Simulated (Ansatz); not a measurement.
Basis-set series for CH4BFSSi (`FB1CS[SiH2]1`). The species carries charge 0 and has multiplicity 1. The geometry is a stationary point of PBE0-D4/def2-TZVP.

| functional | basis | functions | energy (Eh) | HOMO (eV) | LUMO (eV) |
| --- | --- | --- | --- | --- | --- |
| PBE0-D4 | def2-TZVPP | 233 | -852.60646 | -7.24 | -0.54 |
| PBE0-D4 | def2-QZVPP | 431 | -852.63668 | -7.26 | -0.64 |
| ωB97M-V | def2-TZVPP | 233 | -852.93747 | -9.31 | 1.25 |
| ωB97M-V | def2-QZVPP | 431 | -852.96579 | -9.33 | 0.93 |

**Question.** Give the rows for def2-SVP. (Estimate.)

**Answer.** Computed: 
```tsv
functional	basis	functions	energy (Eh)	HOMO (eV)	LUMO (eV)
PBE0-D4	def2-SVP	98	-852.17454	-7.20	-0.33
ωB97M-V	def2-SVP	98	-852.50155	-9.24	1.73
```

Positive LUMOs are unbound and depend on the basis.
